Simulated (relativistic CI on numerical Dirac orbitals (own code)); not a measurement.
## Slater and spin-orbit integrals, Nd XXVIII

Computed by Dirac-Coulomb-Breit CI, separate exchange-only KLI orbitals for each configuration, model QED (radiative potential, 1s self-energy scaled to tabulated hydrogen-like ionisation energies), unscaled Slater integrals (own radial code, finite nucleus).

Slater integrals F^k, G^k are unscaled and averaged over j, outside the closed core [Ar] 3d10; ζ comes from projecting the Hamiltonian with its Breit term on Σ l·s of the shell.

- 4s2.4p3: F^2(4p,4p) = 183350, ζ(4p) = 163000 cm⁻¹; <r>(4p) = 0.5613, <r^2>(4p) = 0.3558 (bohr units).
- 4s.4p4: F^2(4p,4p) = 183300, G^1(4s,4p) = 240100, ζ(4p) = 162850 cm⁻¹; <r>(4s) = 0.5473, <r^2>(4s) = 0.3363, <r>(4p) = 0.5614, <r^2>(4p) = 0.356 (bohr units).
- 4s2.4p2.4d: F^2(4p,4p) = 183300, ζ(4p) = 163340, F^2(4p,4d) = 179180, G^1(4p,4d) = 223750, G^3(4p,4d) = 143170, ζ(4d) = 19740 cm⁻¹; <r>(4p) = 0.5614, <r^2>(4p) = 0.356, <r>(4d) = 0.5681, <r^2>(4d) = 0.3684 (bohr units).

Averages of the first 10 configurations, taken without configuration mixing, which lowers the lowest level and can move excited configurations by several eV; other configurations of the list can lie among them:

| Configuration | Parity | States | Average energy above the lowest level (eV) |
| --- | --- | --- | --- |
| 4s2.4p3 | odd | 20 | 33.8 |
| 4s.4p4 | even | 30 | 123.8 |
| 4s2.4p2.4d | even | 150 | 157.1 |
| 4p5 | odd | 6 | 221.9 |
| 4s.4p3.4d | odd | 400 | 243.5 |
| 4s2.4p2.4f | odd | 210 | 282.2 |
| 4s.4p3.4f | even | 560 | 368.8 |
| 4p4.4d | even | 150 | 338.0 |
| 4s.4p2.4d2 | even | 1350 | 365.6 |
| 4s2.4p.4d.4f | even | 840 | 406.0 |
